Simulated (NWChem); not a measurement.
Molecule: SiCl$_{2}$, singlet; SMILES Cl[Si]Cl

```xyz
3

Si     0.0000     0.0000     0.9323
Cl    -1.6066     0.0000    -0.3846
Cl     1.6066     0.0000    -0.3846
```
Atoms are numbered in this order, from 1.

All runs: NWChem. Pople sets run with spherical d functions. Low-valent species are run as closed-shell singlets; no triplet was tried in these runs. All runs use the structure optimised with PBE0-D3(BJ)/def2-TZVP. Static field.

### Question
Estimate the computed values for LDA (Slater exchange, VWN5)/6-31+G*. Quantities: isotropic polarisability (bohr³); anisotropy (bohr³).

### Answer
The isotropic polarisability (bohr³) comes out as 51.9 and the anisotropy (bohr³) comes out as 28.4.
